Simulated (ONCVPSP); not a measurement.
**copper (Cu), ONCV: configuration errors across variants**

```json
{"Element": "copper", "Generator": "ONCVPSP 4.0.1", "Type": "optimised norm-conserving Vanderbilt (ONCV)", "Functional": "PBE", "Relativity": "scalar-relativistic", "Frozen core": "[Ne]", "Valence charge": "19", "Reference configuration": "3s2 3p6 3d10 4s1", "Partial waves": "3s+4s: rc 1.40 bohr, ncon 4, nbas 9, qcut 11 1/bohr, 2 projectors; 3p: rc 0.80 bohr, ncon 4, nbas 7, qcut 9.6 1/bohr, 2 projectors, debl 3.7 Ha; 3d: rc 1.15 bohr, ncon 4, nbas 9, qcut 10.7 1/bohr, 2 projectors, debl 1.3 Ha", "Local potential": "polynomial inside 0.55 bohr (lpopt 5, dvloc0 2 Ha)", "Core correction": "none"}
```

All-electron excitation energies from the reference (eV): (1) 3s2 3p6 3d10 4s0 8.150; (2) 3s2 3p6 3d9 4s0 29.483; (3) 3s2 3p6 3d9 4s2 1.972.

1 further variants failed, have other tests or too few solved ones, and are left out.

A true bound ghost makes a file unfit for plane-wave use even where its test errors are small: the radial tests pick states by their node count and pass the ghost by.

Errors AE − PS in meV (a dash: test not solved or not reliable):

```tsv
change	(1)	(2)	(3)	bound ghosts	GHOST(+) flags above zero
base	+3.7	+0.4	+12	none	s
s: qcut 8; p: qcut 7; d: qcut 7.8	+5.1	+1.2	+20	none	s
s: qcut 9.2; p: qcut 8.1; d: qcut 9	+4.4	+0.9	+16	none	s
s: qcut 10.6; p: qcut 9.2; d: qcut 10.3	+3.8	+0.5	+13	none	s
s: qcut 11.3; p: qcut 9.9; d: qcut 11	+3.6	+0.4	+11	none	s
s: qcut 12.9; p: qcut 11.3; d: qcut 12.6	+3.2	0.0	+9.2	none	s
s: qcut 13.6; p: qcut 11.9; d: qcut 13.3	+3.0	-0.2	+8.5	none	s
s: qcut 15.6; p: qcut 13.6; d: qcut 15.2	+2.7	-0.5	+7.2	s	none
```

(1) Give the same row for: s: qcut 7.5; p: qcut 6.5; d: qcut 7.2.

## Answers

(1) +5.4, +1.3, +22; bound ghosts: none; GHOST(+) flags above zero: s.
